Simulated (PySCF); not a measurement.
Germanium: a sound run and one with changed settings

Sound run: Ge⁺ [Ar] 3d10 4s2 4p1, Ge²⁺ [Ar] 3d10 4s2. Computed with PySCF 2.14 in x2c-SVPall (5s4p3d, 32 functions), with scalar relativity by spin-free X2C-1e. The sound run starts from symmetry-adapted Hartree-Fock orbitals and uses a fine grid where one is needed.

Changed run: 14 angular points. This setting is unsound on purpose.

```tsv
species	method	sound run (hartree)	changed run (hartree)	converged
Ge⁺	UHF	-2096.41326	-2096.41326	yes
Ge⁺	MN15	-2099.33079	-2099.33095	yes
Ge⁺	M06-L	-2097.98931	-2097.99009	yes
Ge²⁺	UHF	-2095.85338	-2095.85338	yes
Ge²⁺	MN15	-2098.74748	-2098.74748	yes
Ge²⁺	M06-L	-2097.42078	-2097.42078	yes
```

Ionisation energy of Ge⁺:

```json
{"method": "UHF", "sound run (eV)": "15.235", "changed run (eV)": "15.235"}
{"method": "MN15", "sound run (eV)": "15.873", "changed run (eV)": "15.877"}
{"method": "M06-L", "sound run (eV)": "15.471", "changed run (eV)": "15.492"}
```

A coarse angular grid integrates products of high-l functions wrongly, so density functionals can shift, and the SCF can exploit the error; Hartree-Fock and MP2 need no grid.

For comparison, NIST gives 15.935 eV between the lowest levels.
